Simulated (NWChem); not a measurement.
All runs are NWChem calculations. System: C3H5FOSi, charge 0, spin multiplicity 1, at a geometry optimised with PBE/def2-SVP. The structure started from a generated list of species. Level: RHF/def2-SVP.

Part of the output:

```
             Northwest Computational Chemistry Package (NWChem) 7.3.0
             --------------------------------------------------------

                                NWChem Input Module
                                -------------------

 Scaling coordinates for geometry "geometry" by  1.889725989
 (inverse scale =  0.529177249)

                             Geometry "geometry" -> ""
                             -------------------------

 Output coordinates in angstroms (scale by  1.889725989 to convert to a.u.)

  No.       Tag          Charge          X              Y              Z
 ---- ---------------- ---------- -------------- -------------- --------------
    1 F                    9.0000    -1.19967200     1.82779900    -0.49483900
    2 C                    6.0000    -0.98640200     0.55054900    -0.19810600
    3 C                    6.0000    -1.46681300    -0.65640500    -0.57608500
    4 O                    8.0000    -0.61495800    -1.41370300     0.24395900
    5 C                    6.0000     0.00587800    -0.14307100     0.69815300
    6 Si                  14.0000     1.84316800    -0.14787900     0.16552800
    7 H                    1.0000    -2.19746700    -1.12619200    -1.24637900
    8 H                    1.0000    -0.13966200    -0.01789000     1.79308700
    9 H                    1.0000     2.45357800     1.19184000     0.47656200
   10 H                    1.0000     2.58097500    -1.21221400     0.92715900
   11 H                    1.0000     1.89895000    -0.41223900    -1.30971600

 Effective nuclear repulsion energy (a.u.)     283.9326698484

            Nuclear Dipole moment (a.u.)
            ----------------------------
        X                 Y               Z
 ---------------- ---------------- ----------------
    -0.0000151178     0.0000075589    -0.0000037795


 Summary of "ao basis" -> "" (spherical)
 ------------------------------------------------------------------------------
       Tag                 Description            Shells   Functions and Types
 ---------------- ------------------------------  ------  ---------------------
 *                          def2-svp                  on all atoms

 Summary of "ao basis" -> "ao basis" (spherical)
 ------------------------------------------------------------------------------
       Tag                 Description            Shells   Functions and Types
 ---------------- ------------------------------  ------  ---------------------
 F                          def2-svp                 6       14   3s2p1d
 C                          def2-svp                 6       14   3s2p1d
 O                          def2-svp                 6       14   3s2p1d
 Si                         def2-svp                 8       18   4s3p1d
 H                          def2-svp                 3        5   2s1p

                                 NWChem SCF Module
                                 -----------------

  ao basis        = "ao basis"
  functions       =   113
  atoms           =    11
  closed shells   =    27
  open shells     =     0
  charge          =   0.00
  wavefunction    = RHF
  use symmetry    = F
  symmetry adapt  = F

 Summary of "ao basis" -> "ao basis" (spherical)
 ------------------------------------------------------------------------------
       Tag                 Description            Shells   Functions and Types
 ---------------- ------------------------------  ------  ---------------------
 F                          def2-svp                 6       14   3s2p1d
 C                          def2-svp                 6       14   3s2p1d
 O                          def2-svp                 6       14   3s2p1d
 Si                         def2-svp                 8       18   4s3p1d
 H                          def2-svp                 3        5   2s1p

 Forming initial guess at       0.1s

      Superposition of Atomic Density Guess
      -------------------------------------

 Sum of atomic energies:        -578.09303620

      Non-variational initial energy
      ------------------------------

 Total energy =    -580.897574
 1-e energy   =   -1361.477846
 2-e energy   =     496.647602
 HOMO         =      -0.223096
 LUMO         =       0.063273

 Starting SCF solution at       1.8s

 ----------------------------------------------
         Quadratically convergent ROHF

 Convergence threshold     :          1.000E-07
 Maximum no. of iterations :          100
 Final Fock-matrix accuracy:          1.000E-09
 ----------------------------------------------

              iter       energy          gnorm     gmax       time
             ----- ------------------- --------- --------- --------
                 1     -579.2281779735  1.10D+00  1.40D-01      2.0
                 2     -579.3034438960  4.14D-01  5.96D-02      2.3
                 3     -579.3180686565  2.90D-02  5.65D-03      2.8
                 4     -579.3181763009  5.01D-04  9.10D-05      3.6
                 5     -579.3181763418  9.11D-08  1.42D-08      5.1

       Final RHF  results
       ------------------

         Total SCF energy =   -579.318176341804
      One-electron energy =  -1363.800879778955
      Two-electron energy =    500.550033588790
 Nuclear repulsion energy =    283.932669848361

        Time for solution =      3.3s

             Final eigenvalues
             -----------------

              1
    1  -68.7720
    2  -26.3258
    3  -20.5861
    4  -11.3372
    5  -11.3132
    6  -11.3068
    7   -6.1424
    8   -4.2527
    9   -4.2525
   10   -4.2524
   11   -1.6244
   12   -1.4078
   13   -1.0280
   14   -0.9378
   15   -0.8045
   16   -0.7538
   17   -0.7317
   18   -0.7274
   19   -0.6979
   20   -0.6305
   21   -0.6094
   22   -0.5500
   23   -0.5283
   24   -0.4886
   25   -0.4841
   26   -0.4529
   27   -0.3520
   28    0.1516
   29    0.1557
   30    0.1767
   31    0.1876
   32    0.2136
   33    0.2238
   34    0.2504
   35    0.2620
   36    0.3105
   37    0.3441

                       ROHF Final Molecular Orbital Analysis
                       -------------------------------------

 Vector   25  Occ=2.000000D+00  E=-4.840792D-01
              MO Center=  1.8D+00, -5.6D-01,  1.2D-01, r^2= 3.2D+00
   Bfn.  Coefficient  Atom+Function         Bfn.  Coefficient  Atom+Function
  ----- ------------  ---------------      ----- ------------  ---------------
   104      0.328511  10 H  s               109     -0.264139  11 H  s
    80      0.220831   6 Si pz              105      0.200014  10 H  s
    83      0.161086   6 Si pz              110     -0.158306  11 H  s

 Vector   26  Occ=2.000000D+00  E=-4.529307D-01
              MO Center=  3.2D-01, -3.6D-01,  3.8D-01, r^2= 2.9D+00
   Bfn.  Coefficient  Atom+Function         Bfn.  Coefficient  Atom+Function
  ----- ------------  ---------------      ----- ------------  ---------------
    60      0.352194   5 C  px               46     -0.281458   4 O  px
    63      0.242172   5 C  px               49     -0.235274   4 O  px
    78     -0.231997   6 Si px               48      0.187283   4 O  pz
    51      0.157147   4 O  pz

 Vector   27  Occ=2.000000D+00  E=-3.519705D-01
              MO Center= -1.1D+00, -1.5D-01, -2.5D-01, r^2= 2.1D+00
   Bfn.  Coefficient  Atom+Function         Bfn.  Coefficient  Atom+Function
  ----- ------------  ---------------      ----- ------------  ---------------
    20     -0.292080   2 C  pz               18      0.268080   2 C  px
    34     -0.265614   3 C  pz               32      0.241765   3 C  px
    21      0.212109   2 C  px               23     -0.211490   2 C  pz
    48      0.209335   4 O  pz               37     -0.198253   3 C  pz
    51      0.194450   4 O  pz               35      0.190257   3 C  px

 Vector   28  Occ=0.000000D+00  E= 1.515718D-01
              MO Center=  4.8D-01, -2.3D-01, -8.8D-02, r^2= 5.8D+00
   Bfn.  Coefficient  Atom+Function         Bfn.  Coefficient  Atom+Function
  ----- ------------  ---------------      ----- ------------  ---------------
    81      0.792959   6 Si px               83     -0.768408   6 Si pz
    59      0.726785   5 C  s               110     -0.539982  11 H  s
    35     -0.464636   3 C  px               23     -0.349267   2 C  pz
    63      0.336091   5 C  px               82      0.329287   6 Si py
   105      0.315616  10 H  s               100     -0.293978   9 H  s

 Vector   29  Occ=0.000000D+00  E= 1.556946D-01
              MO Center=  1.1D+00, -2.5D-02,  3.9D-01, r^2= 5.8D+00
   Bfn.  Coefficient  Atom+Function         Bfn.  Coefficient  Atom+Function
  ----- ------------  ---------------      ----- ------------  ---------------
    59      1.687763   5 C  s                81      1.180301   6 Si px
    95     -0.912667   8 H  s               105     -0.749240  10 H  s
    82     -0.461614   6 Si py               73      0.325307   6 Si s
    63      0.298480   5 C  px               37     -0.289286   3 C  pz
    31     -0.287176   3 C  s                22     -0.244397   2 C  py

 Vector   30  Occ=0.000000D+00  E= 1.767247D-01
              MO Center=  9.5D-01, -1.9D-01,  2.4D-01, r^2= 5.0D+00
   Bfn.  Coefficient  Atom+Function         Bfn.  Coefficient  Atom+Function
  ----- ------------  ---------------      ----- ------------  ---------------
   100     -1.141730   9 H  s                82      1.134466   6 Si py
    45      0.485860   4 O  s               110      0.480783  11 H  s
    95     -0.407808   8 H  s                17     -0.397871   2 C  s
    83      0.393834   6 Si pz              105      0.382634  10 H  s
    59      0.378909   5 C  s                36      0.312238   3 C  py

 center of mass
 --------------
 x =  -0.10533488 y =   0.06177116 z =  -0.02061816

 moments of inertia (a.u.)
 ------------------
         477.252923704492         102.349482957308        -119.548032834153
         102.349482957308         754.209355716851          71.246533984181
        -119.548032834153          71.246533984181        1057.975796808493

  Mulliken analysis of the total density
  --------------------------------------

    Atom       Charge   Shell Charges
 -----------   ------   -------------------------------------------------------
    1 F    9     9.30   1.99  1.13  0.80  3.33  2.04  0.01
    2 C    6     5.81   1.99  0.87  0.23  1.95  0.67  0.10
    3 C    6     5.80   1.99  0.88  0.26  1.92  0.66  0.08
    4 O    8     8.54   1.99  1.07  0.79  2.80  1.87  0.02
    5 C    6     6.06   1.99  0.89  0.29  1.96  0.87  0.06
    6 Si  14    13.29   2.00  1.99  0.95  0.15  5.94  1.23  0.80  0.22
    7 H    1     0.91   0.74  0.15  0.03
    8 H    1     0.90   0.74  0.14  0.02
    9 H    1     1.13   0.74  0.39  0.01
   10 H    1     1.13   0.74  0.38  0.01
   11 H    1     1.13   0.74  0.38  0.01

       Multipole analysis of the density wrt the origin
       ------------------------------------------------

     L   x y z        total         open         nuclear
     -   - - -        -----         ----         -------
     0   0 0 0     -0.000000      0.000000     54.000000

     1   1 0 0      0.060418      0.000000     -0.000015
     1   0 1 0      0.067343      0.000000      0.000008
     1   0 0 1      0.046815      0.000000     -0.000004

     2   2 0 0    -30.612118      0.000000    369.331243
     2   1 1 0      1.406967      0.000000    -44.967797
     2   1 0 1      1.521514      0.000000     65.153060
     2   0 2 0    -36.586362      0.000000    197.184915
     2   0 1 1      1.938878      0.000000    -31.679799
     2   0 0 2    -30.669566      0.000000     56.370857

 Task  times  cpu:        5.1s     wall:        5.1s

 Total times  cpu:        5.1s     wall:        5.1s
```

Task: Write an NWChem input that would produce this output.

Result: This is not unique; one that fits is 
```
start mol
memory heap 200 mb stack 800 mb global 1000 mb
geometry units angstroms nocenter noautoz noautosym
  F     -1.199672     1.827799    -0.494839
  C     -0.986402     0.550549    -0.198106
  C     -1.466813    -0.656405    -0.576085
  O     -0.614958    -1.413703     0.243959
  C      0.005878    -0.143071     0.698153
  Si     1.843168    -0.147879     0.165528
  H     -2.197467    -1.126192    -1.246379
  H     -0.139662    -0.017890     1.793087
  H      2.453578     1.191840     0.476562
  H      2.580975    -1.212214     0.927159
  H      1.898950    -0.412239    -1.309716
end
basis spherical
  * library def2-svp
end
scf
  rhf
  nopen 0
  maxiter 100
  thresh 1e-7
  semidirect memsize 60000000 filesize 0
end
task scf energy
```
